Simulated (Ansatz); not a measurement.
BeHI (SMILES [BeH][I]) moved off its minimum; all values from Ansatz (an electronic-structure program), cores frozen in correlated methods. Elements past Kr take the def2 small-core potentials, without spin–orbit coupling.
(charge 0, multiplicity 1)
```xyz
3

Be    -0.01182    -0.05869    -2.02211
H     -0.02106     0.01474    -3.38041
I     -0.06151     0.00265     0.18885
```

Problem. Give the forces (eV/Å), the total energy and the dipole at CCSD(T)/def2-TZVPPD.

Solution. 
```csv
atom,Fx,Fy,Fz
Be1,-0.050,0.150,-0.268
H2,0.029,-0.099,0.481
I3,0.021,-0.051,-0.213
```
Energy -312.1430 hartree, dipole 0.27 D.
